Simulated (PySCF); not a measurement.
# Identify the compound

The spectra below were simulated for a compound C2H6BN.

¹H NMR (400 MHz, computed): δ 3.22 (s, 3H), 1.09 (br, 3H).

¹³C{¹H} NMR (computed): δ 161.1 (C), 27.4 (CH3).

Theoretical values (PySCF 2.14): geometry: PBE0-D3(BJ)/def2-TZVP, GIAO PBE0/pcSseg-2 shieldings. Equivalent nuclei averaged, non-relativistic, one conformer, isolated molecule.

References, each an isolated molecule treated in the same way: ¹H and ¹³C against TMS.

What is the structure?

## Answers


1. 2 carbon signals for 2 carbons: no two carbons are equivalent.
2. Carbon types of the structure: 1 × C, 1 × CH3, leaving 3 H on heteroatoms.
3. δC 161.1: nitrilium-type carbon.
4. δC 27.4: methyl carbon bonded to N; deshielded by the electronegative neighbour.
5. δH 3.22: hydrogen on a methyl carbon bonded to N; its carbon carries N, hence the downfield position.
6. δH 1.09: hydrogen on a boron bonded to C.

The compound is `[BH3-]C#[N+]C`.

Hydrogens on boron are broadened and split by ¹¹B (spin 3/2, 80 %) and 10B (spin 3). A carbon bonded to boron is broadened by the quadrupolar boron nucleus and is often missing from a measured spectrum. Shifts are as computed. Against solution values, carbons near 30 ppm lie about +3 ppm off and those near 130 ppm about +9 ppm. Of 1211 compounds with measured shifts, 218 miss one by over three times the rms of a fit or turn the order of signals round; such compounds aren't used in these exercises. No couplings were computed; multiplicities are counted from neighbouring protons, with m where these are inequivalent, close in shift, in a saturated or five-membered ring or joined by F or P, and br s for small geminal =CH2 splittings.
